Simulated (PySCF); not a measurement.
## Bond curve of SbC

Set-up: Sb cc-pVTZ-PP with ECP28, C cc-pVTZ; scalar-relativistic core potentials (PySCF 2.14). Energies in eV from Sb + C in their ground configurations at the same level. State: Ms = 0.5 determinant of mixed spin (⟨S²⟩ near 1.1), unpaired electrons σ ↑.

All columns are PBE0. A positive dipole means Sb(−)C(+).

```
R (Å)  E (eV)  μ (D)  Mulliken charge on Sb (basis-dependent)  HOMO (eV)  LUMO (eV)  Mayer bond order  ⟨S²⟩
1.613  -1.594  -1.91                                     0.18      -7.61      -3.37              3.06  0.79
1.688  -2.537  -1.99                                     0.18      -7.40      -3.56              2.99  0.81
1.762  -3.059  -2.04                                     0.19      -7.20      -3.71              2.89  0.86
1.819  -3.249  -2.05                                     0.20      -7.07      -3.80              2.79  0.93
1.875  -3.314  -2.03                                     0.21      -6.96      -3.87              2.65  1.03
1.931  -3.290  -2.00                                     0.21      -6.87      -3.93              2.48  1.17
2.006  -3.165  -1.98                                     0.22      -6.79      -3.99              2.24  1.37
2.100  -2.919  -1.99                                     0.24      -6.74      -4.05              1.95  1.61
2.212  -2.558  -2.08                                     0.25      -6.72      -4.12              1.68  1.85
2.362  -2.045  -2.30                                     0.27      -6.75      -4.20              1.42  2.09
```

A fit through these points gives, at Re = 1.885 Å, μ = -2.03 D and dμ/dR = 0.455 D/Å; the reduced mass is 10.92 u.

Problem. How strong is the fundamental in the double-harmonic approximation, I = 42.26·(dμ/dR)²/μred km/mol?

Solution. I = 42.26·(0.455)²/10.92 = 0.801 km/mol at PBE0.

⟨S²⟩ of the unrestricted solution departs from its pure value on part of the curve, where spin states mix. Spin–orbit coupling is left out, which matters for elements this heavy, above all for dissociation energies. The state is the lowest determinant that a PBE0 search found; another state may lie lower at other levels.
